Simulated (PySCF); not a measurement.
Molfile (atoms numbered from 1):
```
C4H7BO
     RDKit          3D

 13 13  0  0  0  0  0  0  0  0999 V2000
    2.4258   -0.3468    0.6785 B   0  0  0  0  0  0  0  0  0  0  0  0
    1.0279   -0.5622    0.0418 C   0  0  0  0  0  0  0  0  0  0  0  0
    0.2585    0.5948   -0.1088 O   0  0  0  0  0  0  0  0  0  0  0  0
   -0.9863    0.3684   -0.6889 C   0  0  0  0  0  0  0  0  0  0  0  0
   -2.1716    0.0737    0.1629 C   0  0  0  0  0  0  0  0  0  0  0  0
   -2.0926    1.2758   -0.3375 C   0  0  0  0  0  0  0  0  0  0  0  0
    2.8163    0.7424    1.0222 H   0  0  0  0  0  0  0  0  0  0  0  0
    3.1307   -1.3186    0.8310 H   0  0  0  0  0  0  0  0  0  0  0  0
    1.1860   -1.0883   -0.9309 H   0  0  0  0  0  0  0  0  0  0  0  0
    0.5057   -1.3316    0.6611 H   0  0  0  0  0  0  0  0  0  0  0  0
   -0.8960   -0.0653   -1.7024 H   0  0  0  0  0  0  0  0  0  0  0  0
   -2.6951   -0.6407    0.7946 H   0  0  0  0  0  0  0  0  0  0  0  0
   -2.4971    2.2809   -0.4335 H   0  0  0  0  0  0  0  0  0  0  0  0
  1  2  1  0
  2  3  1  0
  3  4  1  0
  4  5  1  0
  5  6  2  0
  6  4  1  0
  1  7  1  0
  1  8  1  0
  2  9  1  0
  2 10  1  0
  4 11  1  0
  5 12  1  0
  6 13  1  0
M  END
```

Geometry: PBE0-D3(BJ)/def2-SVP; GIAO absolute shieldings from PySCF 2.14.0 with density-fitted response routines, gas phase, non-relativistic, averaged over equivalent atoms.

At PBE0/STO-3G (37 basis functions, 3.1 s wall time on 1 thread of an Arm Neoverse V1, shared host):
```
  atoms  σ (ppm)
     B1     39.2
  C5/C6    129.3
     C2    178.6
     C4    188.0
     O3    356.0
  H7/H8    25.02
H12/H13    26.06
 H9/H10    30.10
    H11    30.79
```

Estimate the result of repeating the calculation with wB97X-D/pcSseg-1.

## Answers


```tsv
atoms	σ at wB97X-D/pcSseg-1	change
B1	17.8	-21.4
C5/C6	53.6	-75.7
C2	112.4	-66.2
C4	131.1	-56.9
O3	267.6	-88.4
H7/H8	24.02	-1.00
H12/H13	23.50	-2.56
H9/H10	27.48	-2.62
H11	27.79	-3.00
```

The largest change is at O3 (ether oxygen). Cost: 137 basis functions, 14 s wall time on 1 thread of an Arm Neoverse V1, shared host. The order of the carbon signals is the same at both levels.

A carbon bonded to boron is broadened by the quadrupolar boron nucleus and is often missing from a measured spectrum.
